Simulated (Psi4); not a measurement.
CAuO, charge +1, singlet, at a GFN2-xTB geometry (such geometries of metal compounds can be far from the true shape) (the multiplicity is a formal guess) (core potentials on Au). Base run: CAM-B3LYP/def2-SV(P) (Psi4).

Input for Psi4:
```
memory 2 GB

molecule {
1 1
Au   -0.00000000   -0.00000000   -0.37575670
O     0.00000000    0.00000000    2.59477289
C     0.00000000    0.00000000    1.48776598
}

set {
  basis def2-sv(p)
}

energy('cam-b3lyp')
print_variables()
```

Each row names what was changed in the base input (with any setting that the change needs).

```tsv
change	ΔE vs base (eV)	point group used	SCF cycles
base	0.00	c2v	9
symmetry = c2	0.00	c2	9
jitter_ang = 0.002	0.00	cs	9
symmetry = cs	0.00	cs	9
molecule keys = symmetry c1, no_reorient, no_com	0.00	c1	9
molecule keys = symmetry c1	0.00	c1	9
molecule keys = no_reorient	0.00	c2v	9
```
